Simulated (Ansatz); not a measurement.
Start from `[BH2][AlH][CH3]` and change one atom or group to get `[CH3][AlH][SnH3]`.

Ansatz, PBE0-D4/def2-TZVP geometries, multiplicity 1. 

Elements past krypton have def2 core potentials.

```json
{"property": "HOMO energy (B3LYP/def2-TZVPP) / eV", "`[BH2][AlH][CH3]`": "-7.04"}
{"property": "HOMO–LUMO gap (PBE0/def2-TZVPP) / eV", "`[BH2][AlH][CH3]`": "5.02"}
{"property": "HOMO–LUMO gap (B3LYP/def2-TZVPP) / eV", "`[BH2][AlH][CH3]`": "4.64"}
{"property": "HOMO–LUMO gap (PBE/def2-TZVPP) / eV", "`[BH2][AlH][CH3]`": "2.85"}
{"property": "HOMO energy (ωB97M-V/def2-TZVPP) / eV", "`[BH2][AlH][CH3]`": "-9.37"}
{"property": "size of the dipole moment (ωB97M-V/def2-TZVPP) / D", "`[BH2][AlH][CH3]`": "0.64"}
```

(1) What does the change do to each property? (Estimate.)

## Answers

(1) The calculation gave: 
| property | `[CH3][AlH][SnH3]` | shift |
| --- | --- | --- |
| HOMO energy (B3LYP/def2-TZVPP) / eV | -7.00 | 0.04 |
| HOMO–LUMO gap (PBE0/def2-TZVPP) / eV | 5.31 | 0.29 |
| HOMO–LUMO gap (B3LYP/def2-TZVPP) / eV | 4.94 | 0.30 |
| HOMO–LUMO gap (PBE/def2-TZVPP) / eV | 3.56 | 0.71 |
| HOMO energy (ωB97M-V/def2-TZVPP) / eV | -9.14 | 0.23 |
| size of the dipole moment (ωB97M-V/def2-TZVPP) / D | 1.66 | 1.02 |

With PBE0 the HOMO rises by 0.05 eV and the LUMO rises by 0.33 eV, so the gap widens by about 0.28 eV. PBE moves the HOMO by -0.10 eV and ωB97M-V by 0.23 eV. Dipoles are sizes alone; their direction can turn.

B3LYP here is the variant with VWN-RPA as its local correlation; programs differ in this.
